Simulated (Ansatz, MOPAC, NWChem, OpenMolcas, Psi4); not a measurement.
**A ladder of methods for CH5FOSi (SMILES C[SiH](O)F)**

The runs start from one conformer, not always the lowest.

CH5FOSi, singlet, SMILES `C[SiH](O)F`. Each level relaxes the structure for itself.

Quantity: the zero-point energy at each level's own minimum, in kJ/mol. The values are calculated.

| level | kind | program | value (kJ/mol) |
| --- | --- | --- | --- |
| AM1 | semi-empirical | MOPAC | 161.6 |
| PM6 | semi-empirical | MOPAC | 141.7 |
| PM6-D3H4 | semi-empirical | MOPAC | 143.2 |
| PM6-DH+ | semi-empirical | MOPAC | 141.8 |
| HF/3-21G | Hartree–Fock | OpenMolcas | 176.2 |
| HF/6-31G* (Cartesian functions) | Hartree–Fock | OpenMolcas | 176.0 |
| PBE0-D3(BJ)/def2-SVP | global hybrid | NWChem | 164.9 |
| PBE0-D4/def2-TZVP | global hybrid | Ansatz | 164.6 |
| PBE0-D4/def2-TZVP (density fitting) | global hybrid | Psi4 | 164.5 |

Harmonic and unscaled. The values span 141.7 to 176.2 kJ/mol.
